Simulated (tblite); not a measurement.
C5H5F3O.
SMILES with atom numbers: `[F:1][CH:2]([F:3])[C@@H:4]1[O:5][CH:6]=[CH:7][C@@H:8]1[F:9]` (hydrogens: H10 on C2; H11 on C4; H12 on C6; H13 on C7; H14 on C8)

Computed with GFN2-xTB (tblite), gas phase: Langevin dynamics at 400 K from the optimised GFN2-xTB geometry, time step 0.5 fs, friction 0.01 fs⁻¹, 2000 steps. The instantaneous temperature is 2·E(kin)/(3Nk) with all 3N coordinates.

```tsv
t (fs)	T (K)	E(pot) above start (eV)	F1–C2 (Å)	C2–F3 (Å)	C2–C4 (Å)	C4–O5 (Å)	O5–C6 (Å)	C2–H10 (Å)	F1–C2–C4–O5 (°)
0	310	0.000	1.350	1.349	1.534	1.422	1.356	1.099	-175
25	264	0.361	1.373	1.310	1.498	1.457	1.337	1.087	179
50	259	0.438	1.321	1.365	1.491	1.429	1.371	1.097	179
75	188	0.458	1.336	1.412	1.599	1.416	1.372	1.144	-176
100	324	0.307	1.366	1.353	1.549	1.387	1.340	1.104	180
125	187	0.509	1.346	1.334	1.511	1.486	1.317	1.087	-176
150	219	0.449	1.363	1.337	1.557	1.464	1.387	1.077	-172
175	338	0.527	1.363	1.364	1.552	1.365	1.401	1.135	-176
200	303	0.447	1.387	1.327	1.523	1.395	1.361	1.155	179
225	317	0.556	1.350	1.321	1.503	1.449	1.366	1.135	173
250	401	0.474	1.360	1.355	1.517	1.442	1.401	1.070	169
275	243	0.789	1.352	1.415	1.558	1.387	1.344	1.048	171
300	298	0.550	1.360	1.336	1.519	1.461	1.320	1.080	159
325	325	0.469	1.338	1.354	1.538	1.467	1.369	1.115	161
350	366	0.475	1.343	1.380	1.524	1.440	1.405	1.116	156
375	349	0.516	1.356	1.305	1.474	1.422	1.412	1.118	158
400	365	0.558	1.369	1.334	1.540	1.405	1.371	1.101	163
425	483	0.465	1.355	1.411	1.533	1.456	1.371	1.099	160
450	508	0.593	1.367	1.410	1.526	1.459	1.401	1.120	171
475	319	0.708	1.410	1.321	1.538	1.440	1.411	1.120	177
500	471	0.577	1.336	1.382	1.527	1.444	1.357	1.130	167
525	454	0.868	1.332	1.383	1.542	1.408	1.290	1.143	176
550	584	0.620	1.321	1.330	1.572	1.416	1.363	1.140	166
575	512	0.899	1.355	1.333	1.515	1.418	1.388	1.091	171
600	552	0.895	1.437	1.361	1.429	1.409	1.371	1.061	-178
625	426	0.962	1.447	1.419	1.533	1.466	1.329	1.072	-176
650	475	0.691	1.294	1.430	1.593	1.445	1.314	1.105	-170
675	450	0.632	1.317	1.333	1.623	1.392	1.343	1.111	-166
700	341	1.088	1.369	1.258	1.587	1.452	1.432	1.116	-167
725	479	0.753	1.339	1.344	1.497	1.408	1.403	1.093	-169
750	304	0.748	1.320	1.425	1.548	1.440	1.371	1.114	-167
775	414	0.481	1.356	1.358	1.567	1.408	1.396	1.142	-173
800	459	0.576	1.362	1.321	1.603	1.411	1.361	1.100	-178
825	450	0.615	1.328	1.299	1.604	1.376	1.341	1.109	176
850	439	0.728	1.307	1.323	1.539	1.409	1.369	1.062	179
875	310	0.672	1.346	1.384	1.592	1.438	1.376	1.079	-176
900	304	0.607	1.342	1.379	1.514	1.384	1.373	1.128	-176
925	286	0.641	1.352	1.347	1.548	1.456	1.328	1.165	-176
950	339	0.484	1.368	1.309	1.536	1.448	1.352	1.122	-172
975	401	0.712	1.306	1.333	1.539	1.395	1.409	1.038	-168
1000	361	0.822	1.319	1.424	1.599	1.435	1.419	1.088	-170
```

Task: From 500 fs on, how do temperature and potential energy compare with equipartition?

Result: The mean temperature of these 21 frames is 420 K against the target 400 K, and the mean potential energy 0.72 eV against 36 × kT/2 = 0.62 eV for 36 classical harmonic modes. For 14 atoms in a canonical ensemble the temperature itself scatters by T·√(2/(3N)) = 87 K; here its standard deviation is 82 K. The whole run lasts only 10 friction times of 100 fs, so these averages carry a wide statistical error.

Task: What are the kinetic and total energies of the listed frame with the highest potential energy?

Result: The one at 700 fs, 1.088 eV above the start. Its kinetic energy is 3NkT/2 = 0.617 eV at 341 K, so the sum is 1.70 eV; over the listed frames the sum runs from 0.56 to 1.89 eV, since the thermostat adds and removes energy.

Task: How much do the listed bonds fluctuate from 500 fs on?

Result: 
| bond | at the start (Å) | mean (Å) | standard deviation (Å) |
| --- | --- | --- | --- |
| F1–C2 | 1.350 | 1.345 | 0.037 |
| C2–F3 | 1.349 | 1.356 | 0.044 |
| C2–C4 | 1.534 | 1.553 | 0.044 |
| C4–O5 | 1.422 | 1.422 | 0.025 |
| O5–C6 | 1.356 | 1.366 | 0.034 |
| C2–H10 | 1.099 | 1.105 | 0.031 |

The motion is classical and holds no zero-point motion.

The cost below is that of the whole dynamics run. Time: 11 s; peak memory 0.19 GiB. Hardware: an Arm Neoverse V1 with one thread, shared host.
